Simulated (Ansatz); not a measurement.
Relaxation of Al2Ru⁻ with UKS B3LYP-D4/def2-TZVPD.

```sh
$ ansatz run in.yaml --threads 4 --pin off --events-out ev --progress --plain --max-ram 3916MiB
```

```yaml
crystal:
  periodic: [false, false, false]
  atoms:
    - {symbol: Ru, position_ang: [-0.367170, 0.346250, -2.059180]}
    - {symbol: Al, position_ang: [-0.269760, 0.212980, 2.144840]}
    - {symbol: Al, position_ang: [0.636930, -0.559240, -0.085660]}
basis:
  gaussian: {orbitals: def2-TZVPD}
total_charge: -1
magnetization: {spin_polarized: true, initial_magnetization: 1}
hamiltonian: {xc: {name: B3LYP}, dispersion: d4}
scf: {lower_state_search: "off"}
output: {orbitals: {seedname: orbitals}}
relax: {f_tol: 0.02, max_steps: 100}
```

Run time 20 s (4 threads of Arm Neoverse V1 on a shared host).

Positions (Å) and forces (eV/Å) at steps 1, 2, 3, 4, 5, 6, 7, 8, 9 of 9:

```xyz
3
step=1 energy=-15777.1930 eV
Ru   -0.367    0.346   -2.059    0.066   -0.063    0.415
Al   -0.270    0.213    2.145   -0.149    0.131    0.052
Al    0.637   -0.559   -0.086    0.083   -0.068   -0.467
3
step=2 energy=-15777.2820 eV
Ru   -0.399    0.373   -1.939    0.004   -0.008    0.430
Al   -0.315    0.254    2.052   -0.131    0.118   -0.182
Al    0.714   -0.627   -0.113    0.127   -0.109   -0.248
3
step=3 energy=-15777.4839 eV
Ru   -0.447    0.413   -1.755    0.021   -0.026    0.711
Al   -0.373    0.307    1.886   -0.188    0.170   -0.408
Al    0.820   -0.720   -0.132    0.167   -0.144   -0.302
3
step=4 energy=-15777.7874 eV
Ru   -0.488    0.447   -1.566    0.155   -0.149    1.181
Al   -0.430    0.359    1.727   -0.196    0.181   -0.797
Al    0.919   -0.806   -0.161    0.041   -0.032   -0.384
3
step=5 energy=-15778.2416 eV
Ru   -0.500    0.455   -1.373    0.028   -0.042    1.548
Al   -0.462    0.388    1.557   -0.389    0.355   -1.091
Al    0.962   -0.844   -0.184    0.361   -0.313   -0.457
3
step=6 energy=-15778.8390 eV
Ru   -0.507    0.459   -1.178   -0.222    0.178    1.497
Al   -0.502    0.425    1.400   -0.423    0.385   -1.189
Al    1.009   -0.885   -0.222    0.645   -0.564   -0.308
3
step=7 energy=-15779.2068 eV
Ru   -0.526    0.474   -0.987   -0.034    0.033   -0.335
Al   -0.568    0.485    1.264   -0.167    0.141    0.467
Al    1.094   -0.959   -0.277    0.200   -0.175   -0.132
3
step=8 energy=-15779.2243 eV
Ru   -0.519    0.467   -0.990    0.045   -0.041    0.107
Al   -0.600    0.513    1.300   -0.009    0.009   -0.075
Al    1.119   -0.981   -0.310   -0.036    0.032   -0.031
3
step=9 energy=-15779.2249 eV
Ru   -0.515    0.465   -0.983   -0.003    0.003   -0.003
Al   -0.605    0.517    1.298    0.001   -0.001    0.000
Al    1.120   -0.982   -0.315    0.002   -0.002    0.003
```

In the def2 sets Ru takes a core potential; there is no spin–orbit coupling. The charge -1 doublet is spin-contaminated (final ⟨S²⟩ up to 0.84, 0.75 for a pure state). The relaxation made no stability test and no search for a lower SCF solution. No other spin state of charge -1 was run. The structure comes from a short search, and lower isomers may exist.
